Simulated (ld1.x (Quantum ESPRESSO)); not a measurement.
## As: one change to a PAW potential, before and after

As (Z = 33), PAW, made with ld1.x (Quantum ESPRESSO) 7.5 (LDA (PZ), scalar-relativistic). Core [Ar], reference 3d10 4s2 4p1 (charge +2). Waves: 4s (bound): rcut 1.20, rcutus 1.65 bohr; 4s channel at 2.55 Ry: rcut 1.20, rcutus 1.65 bohr; 4p (bound): rcut 1.00, rcutus 1.40 bohr; 4p channel at 0.1 Ry: rcut 1.00, rcutus 1.40 bohr; 3d (bound): rcut 0.50, rcutus 0.70 bohr; 3d channel at -3.45 Ry: rcut 0.50, rcutus 0.70 bohr. Local part: all-electron potential smoothed inside 0.65 bohr (lloc = -2). Core correction: a·sin(br)/r model core, default radius (core density twice the valence density). Augmentation charge: BESSEL, radius 0.45 bohr.

All-electron outer shells of the reference configuration (LDA (PZ), scalar-relativistic, ld1.x):

```tsv
shell	level (eV)	outermost node (bohr)	outermost maximum (bohr)
3p	-154.84	0.22	0.52
3d	-62.25	–	0.47
4s	-33.78	0.73	1.55
4p	-22.96	0.77	1.81
```

Change: wave 4p channel at 0.1 Ry: rcut 1.00, rcutus 1.40 bohr becomes 4p channel at 3 Ry: rcut 1.00, rcutus 1.40 bohr.

Cutoffs: the cutoffs (Ry, on a coarse ladder) from which the occupation-weighted sum of valence levels, in a spherical-Bessel basis at the reference potential, stays within 10 and 1 mRy of its value at 400 Ry; they do not see the model core or the augmentation charge, which bear on the density cutoff. Errors are all-electron minus pseudo energies relative to the spin-unpolarised reference configuration.

Problem. What does the change do?

Solution. Both files keep a bound ghost (p, s); of the 9 tests that both files solve, the error grows in 0 and shrinks in 2 by more than 15 % and 0.3 meV (median size 4.1 → 4.1 meV).

```tsv
quantity	base	changed
cutoff, loose	over 300 Ry	over 300 Ry
cutoff, tight	over 300 Ry	over 300 Ry
loose cutoff by channel (10 mRy a level)	s 8 Ry, p 25 Ry, d 200 Ry	s 8 Ry, p 35 Ry, d 200 Ry
bound ghosts	s, p	s, p
error for 3d10 4s2 4p3, meV [ΔE -27.49 eV]	+2.9	+2.4
error for 3d10 4s2 4p2, meV [ΔE -18.16 eV]	+1.9	+1.7
error for 3d10 4s2 4p0, meV [ΔE 28.04 eV]	-4.1	-4.1
error for 3d10 4s1 4p3, meV [ΔE -8.00 eV]	+11	+11
error for 3d10 4s1 4p4, meV [ΔE -18.01 eV]	+13	+13
error for 3d9 4s2 4p3, meV [ΔE 23.61 eV]	-301	-304
error for 3d10 4s0 4p5, meV [ΔE -8.28 eV]	+56	+56
error for 3d10 4s2 4p1 (spin-polarised), meV [ΔE -0.23 eV]	-0.1	-0.1
error for 3d10 4s2 4p3 (spin-polarised), meV [ΔE -28.81 eV]	+2.7	+1.8
s: phases at 1.79 bohr within 0.05 rad from the reference energy up to (Ry; the scan ends near 5)	to the end of the scan	to the end of the scan
p: phases at 1.79 bohr within 0.05 rad from the reference energy up to (Ry; the scan ends near 5)	to the end of the scan	to the end of the scan
d: phases at 1.79 bohr within 0.05 rad from the reference energy up to (Ry; the scan ends near 5)	to the end of the scan	to the end of the scan
lowest overlap eigenvalue by channel	s 0.31, p 0.70, d 0.96	s 0.31, p 0.66, d 0.96
```

 A true bound ghost makes a file unfit for plane-wave use even where its test errors are small: the radial tests pick states by their node count and pass the ghost by.
